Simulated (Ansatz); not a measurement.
CCl₃ (SMILES Cl[C-](Cl)Cl), charge -1, singlet, at a GFN2-xTB geometry (a gas-phase anion, which may not be bound at this level); Ansatz (a program for electronic structure) with CCSD/6-31G.

Here is a job for Ansatz.
Ansatz 0.2 input:
```yaml
crystal:
  periodic: [false, false, false]
  atoms:
    - {symbol: C, position_ang: [-0.01109338, -0.01005188, 0.65819826]}
    - {symbol: Cl, position_ang: [0.00076126, 1.66832402, -0.05198398]}
    - {symbol: Cl, position_ang: [1.44532711, -0.83228868, -0.06582593]}
    - {symbol: Cl, position_ang: [-1.44217306, -0.83248762, -0.11449536]}
basis:
  gaussian:
    orbitals: 6-31G
total_charge: -1
magnetization: {spin_polarized: false}
correlation: {method: ccsd}
```

### Question
What does Ansatz print? Leave out banner, timings and long lists.

### Answer

```
Functional definition: HF
556 factors; integrals over basis functions are off by at most 9.4e-5 eV
mean field evaluation 1: about -38534.1432 eV, gradient 2.4e1 eV
mean field evaluation 2: about -38534.1522 eV, gradient 2.4e1 eV
mean field evaluation 4: about -38536.3303 eV, gradient 2.0e0 eV
mean field evaluation 8: about -38536.4105 eV, gradient 1.1e-1 eV
mean field evaluation 16: about -38536.3741 eV, gradient 1.2e0 eV
mean field evaluation 32: about -38525.0700 eV, gradient 1.7e-1 eV
mean field -38536.41063284 eV, -1416.1869698398 hartree, gradient 2.4e-6 eV, S^2 0.000000; 1 other end points of the search recorded, 0 dependent functions left out
16 core orbitals not correlated
reference -38536.41063284 eV, -1416.1869698398 hartree; 13, 13 occupied and 19, 19 virtual orbitals, 556 factors
second order -5.70699405 eV of doubles, -0.00000000 eV of singles
cycle   1  -6.08220121 eV  change   -3.8e-1 eV  update   8.0e-2
cycle   2  -6.30514054 eV  change   -2.2e-1 eV  update   2.5e-2
cycle   3  -6.36629874 eV  change   -6.1e-2 eV  update   1.1e-2
cycle   4  -6.37292566 eV  change   -6.6e-3 eV  update   3.9e-3
cycle   5  -6.37273060 eV  change    2.0e-4 eV  update   1.9e-3
cycle   6  -6.37248900 eV  change    2.4e-4 eV  update   8.2e-4
cycle   7  -6.37267778 eV  change   -1.9e-4 eV  update   3.2e-4
cycle   8  -6.37272953 eV  change   -5.2e-5 eV  update   9.0e-5
cycle   9  -6.37273408 eV  change   -4.6e-6 eV  update   3.2e-5
Total energy: -38542.78336693 eV, -1416.4211634978 hartree
```
